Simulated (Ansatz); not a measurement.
Reaction (hydrogenolysis of a C–F bond): `FC([SiH3])CBr` + H₂ → `[SiH3]CCBr` + H–F

Isolated molecules relaxed with PBE0-D4/def2-TZVP in Ansatz; ΔE leaves out vibrations. CCSD(T)/CBS adds triple-zeta CCSD(T) − MP2 to the extrapolated MP2 energy (def2 sets, frozen cores). This one scheme is used for every species. DFT in def2-TZVPP. B3LYP here is the variant with VWN-RPA as its local correlation; programs differ in this. For Br outer-core shells are correlated without core-valence functions, which leaves a few kJ/mol of doubt a bond. Scalar relativity is left out up to krypton. One conformer a species, not always the lowest.

```csv
level,ΔE (kcal/mol),difference from CCSD(T)/CBS
r2SCAN-D4,-26.4,3.7
PBE0-D4,-28.8,1.3
B3LYP-D4,-26.6,3.5
ωB97X-V,-26.6,3.5
ωB97M-V,-27.3,2.8
B2PLYP,-28.5,1.6
r2SCAN,-26.5,3.6
HF/def2-TZVPP,-29.8,0.3
MP2/def2-TZVPP,-31.5,-1.4
SCS-MP2/def2-TZVPP,-30.1,0.0
CCSD/def2-TZVPP,-30.3,-0.2
CCSD(T)/def2-TZVPP,-29.6,0.5
MP2/def2-QZVPP,-31.8,-1.7
SCS-MP2/def2-QZVPP,-30.5,-0.4
MP2/CBS(def2),-32.0,-1.9
CCSD/CBS(def2),-30.8,-0.7
CCSD(T)/CBS,-30.1,0
```

Largest T1 diagnostic among the species: 0.010.

From PBE to PBE0 (25 % exact exchange), in def2-TZVPP and without D4, ΔE moves by −2.3 kcal/mol.
